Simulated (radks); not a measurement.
Q: The aluminium ion Al4+, 9 electrons, occupied as 1s1.5 2s2 2p5 3d0.5 (fractional occupations, a model configuration). Method: non-relativistic Kohn-Sham, LDA (Slater exchange, Perdew-Wang correlation), spin-polarised, spherical densities, point nucleus; open shells are filled with parallel spins first; computed with a radial shooting solver on a logarithmic mesh with Libxc functionals. Some entries of the table are withheld. Estimate them.

orbital  occ.  eigenvalue (eV)  <1/r> (bohr^-1)
1s up       1        -1659.552            12.68
1s down   0.5        -1636.047            12.63
2s up       1        -191.5733            2.501
2s down     1        -187.3358            2.478
2p up       3        -156.9162              (1)
2p down     2        -152.4106              (2)
3d up     0.5         -32.9699           0.6000
3d down     0         -31.3260           0.5917

A: 
(1) 2p up <1/r> (bohr^-1): 2.445
(2) 2p down <1/r> (bohr^-1): 2.414
